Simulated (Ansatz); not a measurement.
`[Cl][Ga]([Cl])[SeH]` + CH₃SH → `C[S][Ga]([Cl])[Cl]` + H₂Se at 700 K and 1 bar (ligand exchange at a Ga–Se bond).

Isolated molecules relaxed with PBE0-D4/def2-TZVP in Ansatz; ΔE leaves out vibrations. CCSD(T)/CBS adds triple-zeta CCSD(T) − MP2 to the extrapolated MP2 energy (def2 sets, frozen cores). This one scheme is used for every species. For Ga, Se outer-core shells are correlated without core-valence functions, which leaves a few kJ/mol of doubt a bond. Scalar relativity is left out up to krypton. Each species was taken in one conformer, which may not be the lowest.

| species | CCSD(T)/CBS energy (Eh) | H − E (kJ/mol) | S (J/(mol·K)) |
| --- | --- | --- | --- |
| `[Cl][Ga]([Cl])[SeH]` | -5244.95427 | 86.6 | 443.6 |
| CH₃SH | -438.22835 | 160.2 | 309.0 |
| `C[S][Ga]([Cl])[Cl]` | -3281.27922 | 184.2 | 499.4 |
| H₂Se | -2401.89790 | 61.1 | 251.1 |

H − E and S are ideal-gas, rigid-rotor, harmonic terms from PBE0-D4/def2-TZVP, for one conformer and one mirror image of each species. 1 Eh = 2625.50 kJ/mol, R = 8.31446 J/(mol·K).

By hand: ΔE, ΔH, ΔS and ΔG.

ΔE = (-3281.27922) + (-2401.89790) − (-5244.95427) − (-438.22835) = 0.00550 Eh = 14.4 kJ/mol. Δ(H − E) = 184.2 + 61.1 − 86.6 − 160.2 = -1.5, so ΔH = 12.9 kJ/mol. ΔS = 499.4 + 251.1 − 443.6 − 309.0 = -2.1 J/(mol·K). ΔG = 12.9 − 700 × (-2.1)/1000 = 14.4 kJ/mol.

By hand: the equilibrium constant, and the temperature at which ΔG would vanish if ΔH and ΔS stayed fixed.

log₁₀ K = −ΔG/(RT ln 10) = -1.1. ΔH and −TΔS have one sign here, so there is no such temperature. One of them is within its doubt of zero, so this could turn.

The number of gas molecules stays the same, so ΔS is small and ΔH decides. A doubt of 5 kJ/mol in ΔE shifts log₁₀ K by 0.4 here. Other conformers and mirror images would add mixing entropy, several J/(mol·K) or more a flexible species. Modes under 60 cm⁻¹, often nearly free rotors, make the harmonic entropy too high. These are equilibria of isolated gas molecules and say nothing of rates. Largest T1 diagnostic: 0.011 (customary marks: 0.02 for closed shells, 0.045 for open ones).
